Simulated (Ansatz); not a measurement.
`C=C([SeH])B[SiH3]`. Total charge 0; spin multiplicity 1. The structure was optimised at the PBE0-D4/def2-TZVP level. It is one conformer, not always the lowest.

```xyz
12

C    -1.902   -1.405   -0.229
C    -0.770   -0.725   -0.483
Se    0.034   -0.912   -2.206
B    -0.186    0.161    0.630
Si    1.483    1.288    0.653
H    -2.384   -2.063   -0.947
H    -2.376   -1.305    0.741
H     1.169   -0.030   -1.919
H    -0.827    0.179    1.646
H     1.099    2.702    0.930
H     2.307    1.279   -0.590
H     2.352    0.831    1.775
```

Task: What is the dipole moment at r2SCAN/def2-TZVPP? (Estimate.)

Result: Ansatz gave: 1.06 D, with components (-0.88, -0.46, 0.37) D in this frame, pointing from negative to positive charge.

Task: And with PBE, B3LYP, ωB97M-V? (Best estimate.)

Result: The calculation gave: PBE 1.02 D, B3LYP 1.11 D, ωB97M-V 1.18 D.

Task: Give the Mulliken charges with r2SCAN, ωB97M-V, B3LYP in def2-TZVPP. (Best estimate.)

Result: Ansatz gave: 
```csv
atom,r2SCAN,ωB97M-V,B3LYP
C1,-0.08,-0.14,-0.15
C2,-0.11,-0.08,-0.07
Se3,-0.02,-0.02,-0.01
B4,0.06,-0.04,0.04
Si5,0.15,0.00,0.10
H6,0.08,0.11,0.11
H7,0.10,0.11,0.12
H8,0.06,0.07,0.05
H9,-0.01,0.07,0.02
H10,-0.07,-0.03,-0.07
H11,-0.09,-0.04,-0.08
H12,-0.07,-0.03,-0.07
```

B3LYP here is the variant with VWN-RPA as its local correlation; programs differ in this.
